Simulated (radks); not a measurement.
The numbers below are computed, except where a source is named.
Problem. Valence configurations of P3+ (all share [Ne]). Level of theory: non-relativistic Kohn-Sham, PBE, spin-polarised, spherical densities, point nucleus; open shells are filled with parallel spins first (a radial shooting solver on a logarithmic mesh with Libxc functionals). Order these by energy: 3s2; 3s1.5 3p0.5; 3s1 3p1; 3p2; 3s0.5 3p1.5.

Solution. From the lowest, in eV above it: 3s2 0.000; 3s1.5 3p0.5 4.612; 3s1 3p1 8.353; 3s0.5 3p1.5 13.494; 3p2 18.635. NIST lists [Ne] 3s2 as the ground configuration; this level of theory agrees among the configurations tried. The energies are those of spherical high-spin densities, not of single terms.
